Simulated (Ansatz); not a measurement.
Consider the redistribution: `BN=C` + `Cl[Si](Cl)(Cl)[SeH]` → `C=NB[SeH]` + `Cl[SiH](Cl)Cl`.

Calculated with Ansatz (gas phase, PBE0-D4/def2-TZVP geometries, no zero-point term in ΔE). CCSD(T)/CBS adds triple-zeta CCSD(T) − MP2 to the extrapolated MP2 energy (def2 sets, frozen cores). This one scheme is used for every species. DFT in def2-TZVPP. B3LYP here is the variant with VWN-RPA as its local correlation; programs differ in this. For Se outer-core shells are correlated without core-valence functions, which leaves a few kJ/mol of doubt a bond. Scalar relativity is left out up to krypton. One conformer a species, not always the lowest.

| level | ΔE (kJ/mol) | difference from CCSD(T)/CBS |
| --- | --- | --- |
| revPBE-D4 | 7.2 | 5.4 |
| r2SCAN-D4 | 2.2 | 0.4 |
| PBE0-D4 | 3.7 | 1.9 |
| B3LYP-D4 | 4.9 | 3.1 |
| B2PLYP | -2.5 | -4.3 |
| PBE-QIDH | -1.2 | -3.0 |
| revPBE | -0.8 | -2.6 |
| B3LYP | -3.5 | -5.3 |
| r2SCAN0 | -0.3 | -2.1 |
| LC-ωPBE | -1.3 | -3.1 |
| HF/def2-TZVPP | -10.8 | -12.6 |
| MP2/def2-QZVPP | 2.1 | 0.3 |
| SCS-MP2/def2-QZVPP | -0.7 | -2.5 |
| HF/CBS(def2) | -11.0 | -12.8 |
| MP2/CBS(def2) | 4.3 | 2.5 |
| CCSD/CBS(def2) | 0.3 | -1.5 |
| CCSD(T)/CBS | 1.8 | 0 |

Largest T1 diagnostic among the species: 0.016.

In def2-TZVPP, CCSD(T) changes the Hartree–Fock value by +7.5 kJ/mol (the triples alone add +1.5 kJ/mol) and MP2 by +10.0 kJ/mol. The D4 term adds +8.5 kJ/mol with B3LYP and +4.5 kJ/mol with PBE0; it sums over pairs of atoms, weighted by their polarisabilities, and B3LYP, whose exchange is more repulsive, gets the larger term.
